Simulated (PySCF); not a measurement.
Species: C$_{4}$H$_{12}$GeO, charge 0, multiplicity 1. SMILES: C[O][Ge]([CH3])([CH3])[CH3]
Geometry from a B3LYP-D3(BJ)/def2-TZVP (Ansatz) optimisation:
```xyz
18

C      2.3296     0.6372     0.5167
O      1.2343    -0.1697     0.8895
Ge    -0.3011    -0.0907    -0.0566
C     -0.9934     1.7460     0.0299
C     -1.4543    -1.3726     0.8607
C      0.0821    -0.6112    -1.9121
H      3.1507     0.4409     1.2097
H      2.0947     1.7083     0.5675
H      2.6848     0.4151    -0.4979
H     -1.1152     2.0524     1.0689
H     -1.9628     1.8055    -0.4671
H     -0.3136     2.4413    -0.4628
H     -1.0004    -2.3630     0.8381
H     -2.4320    -1.4228     0.3802
H     -1.5885    -1.0740     1.9000
H      0.7518     0.1062    -2.3866
H     -0.8427    -0.6495    -2.4897
H      0.5493    -1.5956    -1.9366
```
Charge 0, spin multiplicity 1.

Dispersion corrections to the total energy (kcal/mol) from the dftd3 and dftd4 libraries through PySCF: D3(BJ) without and D4 with the three-body term, each with the damping fitted for the functional named.

| functional | D3(BJ) | D4 |
|---|---|---|
| PW6B95 | -4.90 | -7.37 |
| B2GP-PLYP | -6.25 | -3.86 |
| BLYP | … | -18.83 |
| PBE0 | -7.91 | -7.59 |
| CAM-B3LYP | … | -7.73 |
| LC-wPBE | … | -9.80 |
| TPSS | -11.29 | -11.84 |

Problem. Complete the blanks.

Solution. 
- BLYP, D3(BJ): -18.64
- CAM-B3LYP, D3(BJ): -7.40
- LC-wPBE, D3(BJ): -8.71
